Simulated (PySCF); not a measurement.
## Name the molecule from its bond curve

A diatomic of charge 0 contains Ge. Its doublet curve at PBEsol in a double-zeta basis (scalar-relativistic core potentials, PySCF), in eV from the separated fragments:

```tsv
R (Å)	E (eV)
1.386	-2.480
1.451	-2.733
1.515	-2.885
1.564	-2.946
1.612	-2.971
1.660	-2.966
1.725	-2.922
1.805	-2.821
1.902	-2.655
2.031	-2.387
```

The fit gives ωe = 1809 cm⁻¹ and the rotational constant Bₑ = 6.408 cm⁻¹.

Q: Which atom is the partner?

A: The minimum lies at 1.627 Å, so the reduced mass is 16.8576 u Å² cm⁻¹/(Bₑ·Re²) = 0.9938 u. With Ge at 73.92 u the partner weighs about 1.0 u: H. The molecule is GeH.

Spin–orbit coupling is left out. The state is the lowest determinant that a PBE0 search found; another state may lie lower at other levels.
